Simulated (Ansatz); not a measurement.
The cluster Ti₆⁻, relaxed as a doublet with UKS PBE-D4/def2-SVPD in Ansatz, starting from the GFN2-xTB geometry. Force threshold 0.02 eV/Å.

The charge -1 doublet is spin-contaminated (final ⟨S²⟩ up to 3.24, 0.75 for a pure state). The highest occupied level of the charge -1 doublet lies above zero (up to 0.28 eV). It is a level of α spin, whose loss leaves a singlet; that state wasn't run at this geometry and level. The electron is either unbound and held by the finite basis, or the level is raised by self-interaction error. The relaxation made no stability test and no search for a lower SCF solution. The structure comes from a short search, and lower isomers may exist.

Start:

```xyz
6

Ti   -0.871    0.486   -1.819
Ti    0.000    0.000    0.003
Ti   -0.049   -1.958    0.693
Ti    1.829   -0.396   -0.992
Ti   -1.838    0.394    0.980
Ti    0.928    1.473    1.134
```

Question: Estimate the energy that the relaxation releases and the steps that it takes.

Answer: 474.6 kJ/mol, in 31 steps; 10 min on 4 threads of Arm Neoverse V1 on a shared host. The force fell under the threshold at step 29, but the optimiser went on. No frequencies were taken in this run, so the end may be a saddle point.

Question: Does the start keep its bonding and symmetry?

Answer: Bonds lost: Ti3–Ti6 (atoms count from 1). Point group D3h at the start, C2v at the end, both within 0.05 Å; within 0.015 Å the end is C2.

Question: Predict the relaxed structure.

Answer: 
```xyz
6

Ti   -0.972    0.174   -0.950
Ti    1.002   -0.230    0.907
Ti   -0.280   -2.032   -0.122
Ti    1.380   -0.136   -1.518
Ti   -1.376    0.209    1.489
Ti    0.245    2.016    0.194
```
Bond lengths (bridged metal pairs left out): 13 × Ti–Ti 2.44 to 2.97 Å.
